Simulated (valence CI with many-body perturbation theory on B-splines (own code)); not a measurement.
E1 line list for Tc³⁰⁺

Computed by valence CI with perturbative core correlation (CI+MBPT): three valence electrons over a frozen Dirac-Fock core [Ne], radial functions for each j: 11 s, 11 p, 9 d, 7 f, 5 g, 2 h, 1 i, with the one-electron correlation potential Σ1 (screened to all orders), the two-electron term Σ2, the three-electron term Σ3, Breit, model QED; selected single and double excitations, second order for the rest (own B-spline code, finite nucleus).

The last digits are not significant, and no measured levels were compared; by estimate large intervals hold to a few tenths of a per cent, small ones and those within an open d or f shell to about a per cent.

Lines 51 to 100 of 277 in falling wavelength, among levels below 354.88 eV, chosen from the strongest by gf and those to the six lowest levels. Wavelengths and rates use the calculated energies. Electric multipoles are in the length gauge, E1 and E2 with the static RPA response of the core. Weak lines are less certain than strong ones. Lines between different terms over intervals too small for the method are left out, as are lines whose strength nearly cancels. The highest levels of a list are the least certain.

Names give the largest LS component (configuration and term), which can be under half, so a name can repeat, a term be missing and a line seem to break the LS rules; names also repeat where a configuration has a term twice. Letters in brackets count levels of one name in rising energy.

| λ vac (nm) | Upper | Lower | A (s⁻¹) | log gf | Branch % |
| --- | --- | --- | --- | --- | --- |
| 12.97 | 3p³ ⁴S°_3/2 | 3s3p² ²D_3/2 | 1.53e+09 | -1.81 | 1.7 |
| 12.95 | 3s3p3d ⁴F°_5/2 [b] | 3s3p² ²D_3/2 | 8.31e+08 | -1.90 | 4.0 |
| 12.69 | 3p²3d ⁴D_7/2 | 3s3p3d ²D°_5/2 [a] | 1.40e+10 | -0.57 | 15.6 |
| 12.53 | 3p²3d ²F_7/2 [a] | 3s3p3d ⁴F°_7/2 | 6.58e+09 | -0.91 | 14.3 |
| 12.48 | 3s3p3d ⁴F°_3/2 | 3s3p² ⁴P_5/2 | 5.31e+09 | -1.30 | 37.7 |
| 12.38 | 3p²3d ²G_7/2 | 3s3p3d ²F°_5/2 [a] | 3.61e+10 | -0.18 | 60.5 |
| 12.36 | 3p²3d ²F_5/2 [a] | 3s3p3d ⁴F°_5/2 [b] | 6.42e+09 | -1.05 | 15.7 |
| 12.34 | 3p²3d ⁴F_7/2 | 3s3p3d ⁴P°_5/2 | 2.33e+10 | -0.37 | 35.1 |
| 12.22 | 3s3p3d ⁴F°_5/2 [a] | 3s3p² ⁴P_5/2 | 6.18e+07 | -3.08 | 1.8 |
| 12.03 | 3p²3d ²F_5/2 [b] | 3s3p3d ⁴P°_3/2 [a] | 2.92e+10 | -0.42 | 17.1 |
| 12.00 | 3p²3d ⁴F_7/2 | 3s3p3d ⁴F°_7/2 | 8.99e+09 | -0.81 | 13.6 |
| 11.97 | 3p²3d ²F_7/2 [b] | 3s3p3d ²F°_7/2 [a] | 4.73e+10 | -0.09 | 26.9 |
| 11.92 | 3s3p3d ⁴D°_3/2 | 3s3p² ²D_3/2 | 4.34e+09 | -1.43 | 3.8 |
| 11.89 | 3s3p3d ⁴D°_1/2 | 3s3p² ²D_3/2 | 3.30e+08 | -2.85 | 0.2 |
| 11.85 | 3s3p3d ⁴P°_5/2 | 3s3p² ²D_3/2 | 5.73e+08 | -2.14 | 0.7 |
| 11.78 | 3p²3d ²P_1/2 [a] | 3s3p3d ²D°_3/2 [a] | 2.48e+10 | -0.99 | 18.8 |
| 11.72 | 3p²3d ⁴D_7/2 | 3s3p3d ⁴D°_7/2 | 1.79e+10 | -0.53 | 19.9 |
| 11.67 | 3p²3d ²F_5/2 [b] | 3s3p3d ²D°_3/2 [a] | 3.27e+10 | -0.40 | 19.1 |
| 11.65 | 3s3p3d ²D°_3/2 [b] | 3s²3d ²D_3/2 | 4.23e+10 | -0.46 | 20.5 |
| 11.65 | 3p²3d ²P_3/2 [b] | 3s3p3d ²D°_3/2 [b] | 1.07e+10 | -1.06 | 7.1 |
| 11.63 | 3s3p3d ⁴F°_3/2 | 3s3p² ⁴P_3/2 | 3.96e+08 | -2.49 | 2.8 |
| 11.60 | 3s3p3d ²F°_7/2 [b] | 3s²3d ²D_5/2 | 1.06e+11 | 0.23 | 76.4 |
| 11.58 | 3s3p² ²D_3/2 | 3s²3p ²P°_1/2 | 2.42e+10 | -0.71 | 93.7 |
| 11.55 | 3p³ ⁴S°_3/2 | 3s3p² ⁴P_5/2 | 2.04e+10 | -0.79 | 22.4 |
| 11.53 | 3s3p3d ⁴F°_5/2 [b] | 3s3p² ⁴P_5/2 | 7.00e+09 | -1.08 | 34.0 |
| 11.52 | 3p²3d ⁴F_9/2 [a] | 3s3p3d ⁴F°_7/2 | 1.98e+10 | -0.40 | 41.2 |
| 11.52 | 3s3p3d ²F°_5/2 [b] | 3s3p² ²P_3/2 | 3.27e+10 | -0.41 | 16.2 |
| 11.51 | 3s3p3d ²D°_3/2 [a] | 3s3p² ²D_5/2 | 1.05e+10 | -1.08 | 7.4 |
| 11.42 | 3p²3d ²F_5/2 [a] | 3s3p3d ⁴F°_3/2 | 1.19e+10 | -0.86 | 29.0 |
| 11.40 | 3p²3d ⁴D_5/2 | 3s3p3d ⁴F°_7/2 | 1.53e+10 | -0.75 | 14.1 |
| 11.40 | 3s3p3d ⁴F°_5/2 [a] | 3s3p² ⁴P_3/2 | 8.54e+06 | -4.00 | 0.2 |
| 11.34 | 3p²3d ⁴F_9/2 [b] | 3s3p3d ⁴D°_7/2 | 1.38e+10 | -0.58 | 19.4 |
| 11.33 | 3p²3d ⁴F_7/2 | 3s3p3d ⁴F°_5/2 [b] | 1.45e+10 | -0.65 | 21.9 |
| 11.33 | 3s3d² ⁴F_3/2 [a] | 3s3p3d ⁴D°_5/2 | 1.23e+10 | -1.02 | 6.4 |
| 11.31 | 3p²3d ⁴P_5/2 | 3s3p3d ⁴D°_7/2 | 8.63e+09 | -1.00 | 4.5 |
| 11.28 | 3p²3d ⁴P_5/2 | 3s3p3d ⁴D°_5/2 | 9.80e+09 | -0.95 | 5.1 |
| 11.26 | 3p²3d ²D_3/2 | 3s3p3d ²F°_5/2 [a] | 4.41e+10 | -0.47 | 40.9 |
| 11.22 | 3p²3d ²F_5/2 [b] | 3s3p3d ²F°_5/2 [a] | 1.96e+10 | -0.65 | 11.5 |
| 11.22 | 3p²3d ²D_5/2 | 3s3p3d ⁴P°_5/2 | 2.74e+10 | -0.51 | 18.3 |
| 11.20 | 3p²3d ²P_3/2 [a] | 3s3p3d ⁴F°_5/2 [a] | 2.83e+10 | -0.67 | 32.7 |
| 11.20 | 3s3p3d ⁴D°_7/2 | 3s3p² ²D_5/2 | 1.07e+10 | -0.79 | 10.8 |
| 11.19 | 3p²3d ⁴D_7/2 | 3s3p3d ⁴F°_9/2 | 1.73e+10 | -0.59 | 19.2 |
| 11.16 | 3p²3d ²F_7/2 [a] | 3s3p3d ⁴F°_5/2 [a] | 2.67e+10 | -0.40 | 58.1 |
| 11.15 | 3p³ ²P°_1/2 | 3s3p² ²D_3/2 | 6.39e+10 | -0.62 | 74.2 |
| 11.15 | 3p²3d ²D_5/2 | 3s3p3d ⁴D°_3/2 | 1.55e+10 | -0.76 | 10.3 |
| 11.14 | 3s3d² ⁴F_3/2 [b] | 3s3p3d ⁴P°_1/2 | 1.32e+10 | -1.01 | 7.4 |
| 11.12 | 3p²3d ⁴P_3/2 | 3s3p3d ⁴D°_3/2 | 1.53e+10 | -0.94 | 8.8 |
| 11.06 | 3s3d² ⁴F_3/2 [a] | 3s3p3d ²D°_3/2 [a] | 1.38e+10 | -0.99 | 7.1 |
| 11.03 | 3p²3d ²F_7/2 [b] | 3s3p3d ²D°_5/2 [a] | 2.69e+10 | -0.41 | 15.3 |
| 11.02 | 3p³ ²D°_3/2 | 3s3p² ⁴P_1/2 | 1.47e+10 | -0.97 | 30.3 |
